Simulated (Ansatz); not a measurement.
`COB(Br)OC` + `[NH2][Sc]([OH])[OH]` → `C[O][Sc]([NH2])[OH]` + `COB(O)Br`  (substitution at a C–O bond)

Isolated molecules relaxed with PBE0-D4/def2-TZVP in Ansatz; ΔE leaves out vibrations. CCSD(T)/CBS is the MP2 limit (def2-TZVPP, def2-QZVPP) plus CCSD(T) − MP2 in def2-TZVPP, frozen cores. Functionals use def2-TZVPP. For Br, Sc outer-core shells are correlated without core-valence functions, which leaves a few kJ/mol of doubt a bond. Scalar relativity is left out up to krypton. One conformer a species, not always the lowest.

```json
{"level": "BLYP-D4", "ΔE (kJ/mol)": "-3.4"}
{"level": "r2SCANh", "ΔE (kJ/mol)": "-4.8"}
```

(1) What does CCSD(T)/CBS give? (Best estimate.)

Largest T1 diagnostic among the species: 0.016.

Answers

(1) The calculation gave: -0.6 kJ/mol. The listed levels differ from it by -2.8, -4.2 kJ/mol.

Leaving LDA and LC-ωPBE aside and taking each functional with its dispersion term where it has one, the values, not all of them listed here, spread over 5.9 kJ/mol, from PBE-D4 to ωB97X-V. At CCSD(T), def2-SVP lies −11.1 kJ/mol from the extrapolated value and def2-TZVPP −0.1 kJ/mol.
